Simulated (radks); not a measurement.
Results of a calculation; reference values are marked as such.
Au4+, 75 electrons, occupied as [Xe] 4f14 5d7 (the NIST ground configuration). Level of theory: scalar-relativistic Kohn-Sham, r2SCAN, spin-polarised, spherical densities, finite nucleus; open shells are filled with parallel spins first (spin-orbit coupling, left out, can overturn this in heavy ions); meta-GGA in the generalised Kohn-Sham scheme; Fermi nuclear charge, rms radius 5.4371 fm (a radial shooting solver on a logarithmic mesh with Libxc functionals).

Normalised radial functions P(r) = r R(r), r in bohr:

r	4f up	5p down	5d down
0.0008425	0.0000	0.0018	0.0000
0.001115	0.0000	0.0029	0.0000
0.001487	0.0000	0.0047	0.0000
0.001967	0.0000	0.0074	0.0001
0.002603	0.0000	0.0118	0.0001
0.003444	0.0000	0.0185	0.0002
0.004593	0.0000	0.0294	0.0005
0.006078	0.0000	0.0455	0.0011
0.008042	0.0001	0.0695	0.0023
0.01064	0.0002	0.1035	0.0049
0.01419	0.0005	0.1504	0.0101
0.01878	0.0013	0.2058	0.0201
0.02484	0.0036	0.2618	0.0387
0.03287	0.0092	0.2979	0.0711
0.04384	0.0237	0.2785	0.1244
0.05801	0.0561	0.1664	0.1961
0.07676	0.1246	-0.0474	0.2736
0.1016	0.2556	-0.2975	0.3184
0.1355	0.4833	-0.4224	0.2661
0.1792	0.7960	-0.2403	0.0718
0.2371	1.1417	0.2142	-0.2232
0.3138	1.4006	0.5945	-0.4514
0.4151	1.4401	0.4724	-0.4048
0.5537	1.2140	-0.2028	-0.0138
0.7326	0.8399	-0.9067	0.5114
0.9694	0.4687	-1.1505	0.8863
1.283	0.2040	-0.8843	0.9373
1.711	0.0632	-0.4367	0.7076
2.263	0.0135	-0.1398	0.3952
2.995	0.0017	-0.0259	0.1535
3.963	0.0001	-0.0024	0.0372

4f up: eigenvalue -135.19 eV, 0 radial nodes, <r> = 0.498 bohr, 90 % of the charge inside 0.800 bohr. 5p down: eigenvalue -111.49 eV, 3 radial nodes at r = 0.0727, 0.210, 0.514 bohr, <r> = 1.05 bohr, 90 % of the charge inside 1.52 bohr. 5d down: eigenvalue -53.504 eV, 2 radial nodes at r = 0.193, 0.558 bohr, <r> = 1.38 bohr, 90 % of the charge inside 2.07 bohr.
